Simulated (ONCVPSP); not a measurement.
# What one change does to a pseudopotential (phosphorus, ONCV)

ONCVPSP 4.0.1 input, shortened (lines: element, Z, core and valence counts, functional; n l f; lmax; l rc ep ncon nbas qcut; lloc lpopt rc5 dvloc0; l nproj debl; icmod fcfact rcfact), BLYP, scalar-relativistic:

```
  P 15.00    3    2  -106131      upf
    1    0    2.00
    2    0    2.00
    2    1    6.00
    3    0    2.00
    3    1    2.50
    1
    0    1.40    0.00    4    7    3.80
    1    1.60    0.00    4    7    5.30
    4    5    1.10    2.00
    0    2    0.80
    1    2    2.10
    3    3.50    1.15
```

Change: s: nproj 3.

Cutoffs: the cutoffs (Ha) at which the residual kinetic energy of the hardest occupied pseudo-wave falls to 1 and 0.1 mHa per electron; they do not see the model core or the augmentation charge, which bear on the density cutoff. Errors are all-electron minus pseudo energies relative to the spin-unpolarised reference configuration.

Predict the effect on cutoff, ghosts and configuration errors.

The potential gets neither clearly harder nor softer (19 Ha and 45 Ha → 19 Ha and 45 Ha); a bound ghost appears in s, which as a rule spoils a file; the errors of the 4 common tests hardly move; the range in which the s phases agree widens (upper end 3.2 → at the end of the scan).

```csv
quantity,base,changed
"cutoff, loose",19 Ha,19 Ha
"cutoff, tight",45 Ha,45 Ha
bound ghosts,none,s
GHOST(+) flags under 300 eV,s at 104.2 eV,none
"error for 3s2 3p3, meV [ΔE -3.70 eV]",+0.7,+0.7
"error for 3s2 3p2, meV [ΔE 5.88 eV]",+0.7,+0.7
"error for 3s2 3p1, meV [ΔE 24.89 eV]",+19,+19
"error for 3s1 3p4, meV [ΔE 4.86 eV]",+1.4,+1.4
s: phases at 1.42 bohr within 0.05 rad from the reference energy up to (Ha; the scan ends near 5),3.2,to the end of the scan
p: phases at 1.62 bohr within 0.05 rad from the reference energy up to (Ha; the scan ends near 5),4.4,4.4
"rms error of d²Exc/dni dnj with the model core, mHa",2.84,2.84
```

 A true bound ghost makes a file unfit for plane-wave use even where its test errors are small: the radial tests pick states by their node count and pass the ghost by.
